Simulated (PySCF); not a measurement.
F₄OW, charge +1, multiplicity 2. Atoms are numbered in the order given.

```xyz
6

W      0.0000     0.0000    -0.0403
O      0.0000     0.0000     1.7978
F     -1.5673     0.0000    -0.9152
F      1.5673     0.0000    -0.9152
F      0.0000    -1.7842     0.2817
F      0.0000     1.7842     0.2817
```
Charge +1, spin multiplicity 2.

The structure is a stationary point at PBE0-D3(BJ)/def2-SVP. The spin state was assumed, not searched. The isomer is the one that the SMILES or the coordinates give; other isomers of the formula were not compared. The def2 effective core potentials stand for the cores of W; spin–orbit coupling is left out.

All values below come from PBE/def2-TZVP (PySCF).

ESP charges are fitted to the potential on shells at 1.4 to 2.0 van der Waals radii. Atomic charges (e):

```csv
atom,Löwdin,Mulliken,ESP fit,Mulliken spin
W1,0.99,1.63,1.37,-0.10
O2,0.05,-0.07,-0.07,0.91
F3,-0.02,-0.15,-0.07,-0.01
F4,-0.02,-0.15,-0.07,-0.01
F5,0.00,-0.13,-0.08,0.10
F6,0.00,-0.13,-0.08,0.10
```
